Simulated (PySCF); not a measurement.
This PySCF input asks for the NMR shieldings of SMILES BCCCCC#C, C₆H₁₁B; the geometry comes from GFN2-xTB.

```python
import basis_set_exchange as bse
import numpy as np
from pyscf import gto, dft
from pyscf.prop import nmr

atoms = """
B     3.344952    0.283783    0.320223
C     1.885348    0.655110   -0.112896
C     0.774304   -0.325407    0.269357
C    -0.601408    0.172156   -0.167957
C    -1.709346   -0.817733    0.207631
C    -3.012423   -0.313091   -0.172823
C    -4.072757    0.137396   -0.495987
H     4.223466    0.992159    0.012638
H     3.569704   -0.676615    0.947988
H     1.857383    0.814228   -1.196671
H     1.644004    1.638556    0.307835
H     0.973581   -1.294006   -0.195323
H     0.778163   -0.471437    1.352077
H    -0.610642    0.323869   -1.250317
H    -0.808999    1.137219    0.301901
H    -1.535931   -1.775570   -0.292705
H    -1.698556   -0.992149    1.287921
H    -5.009601    0.517850   -0.774536
"""
names = dict.fromkeys(["B", "C", "H"], "pcSseg-1")
basis = {el: gto.basis.parse(bse.get_basis(n, elements=[el], fmt="nwchem")) for el, n in names.items()}
mol = gto.M(atom=atoms, basis=basis, charge=0, verbose=0)
mf = dft.RKS(mol, xc="PBE0")
mf.grids.level = 2
mf.grids.alignment = dft.numint.BLKSIZE   # the property module wants whole blocks of grid points
mf.conv_tol = 1e-9
mf.kernel()

calc = nmr.RKS(mf)   # GIAO
C = mf.mo_coeff
Co = C[:, mf.mo_occ > 0]
resp = mf.gen_response(singlet=True, hermi=2)
def vind(x):   # induced exchange potential for any number of trial vectors
    d = np.einsum("pi,xij,qj->xpq", C, 2 * x.reshape(-1, C.shape[1], Co.shape[1]), Co, optimize=True)
    return np.einsum("xpq,pi,qj->xij", resp(d - d.transpose(0, 2, 1)), C, Co, optimize=True).ravel()
mo1, _ = nmr.rhf.solve_mo1(calc, with_cphf=vind)
sigma = calc.kernel(mo1)
for i, s in enumerate(sigma):   # ppm
    print("%2d %-2s %9.2f" % (i, mol.atom_pure_symbol(i), np.trace(s) / 3))
```

Question: Give the expected output.

Answer: 
```
 0 B       7.12
 1 C     149.20
 2 C     152.85
 3 C     147.58
 4 C     164.73
 5 C      97.50
 6 C     112.66
 7 H      23.60
 8 H      23.62
 9 H      29.93
10 H      30.15
11 H      30.14
12 H      30.10
13 H      30.09
14 H      30.12
15 H      29.46
16 H      29.48
17 H      30.35
```

These numbers come from an equivalent density-fitted implementation of the same equations, which agrees with the script to about 0.01 ppm for H and up to a few tenths of a ppm for heavy atoms, so last digits may differ.

Size and cost of the density-fitted run: 174 basis functions, 110 s wall time (79 s CPU) on 1 thread of an Intel Xeon, shared host; peak memory 0.78 GiB.
